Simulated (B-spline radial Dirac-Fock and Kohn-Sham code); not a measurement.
# Diagram lines of Ta⁶⁰⁺

System: Ta⁶⁰⁺, [Ne] 3s2 3p1.

The run's input, task.json:

```json
{"items": [{
  "Z": 73,
  "q": 60,
  "cfg": [[1, 0, 2], [2, 0, 2], [2, 1, 6], [3, 0, 2], [3, 1, 1]],
  "A": 181,
  "rrms": 5.3507,
  "do": ["binding"]
}]}
```

Run with: `python xray_run.py task.json out`

Model: Dirac-Fock ΔSCF + Breit + QED. Program: a radial atomic solver. A line energy is the difference of two single-hole energies; the list is a selection of electric-dipole transitions between resolved j subshells. The model has no electron correlation.

| line | energy (eV) | wavelength (Å) |
| --- | --- | --- |
| Kα1 | 57797.2 | 0.21452 |
| Kα2 | 56502.2 | 0.21943 |
| Lη | 9275.2 | 1.3367 |
| Lℓ | 7980.3 | 1.5536 |

Values without a named source are computed, but for edge energies of neutral atoms, which are taken from tables.
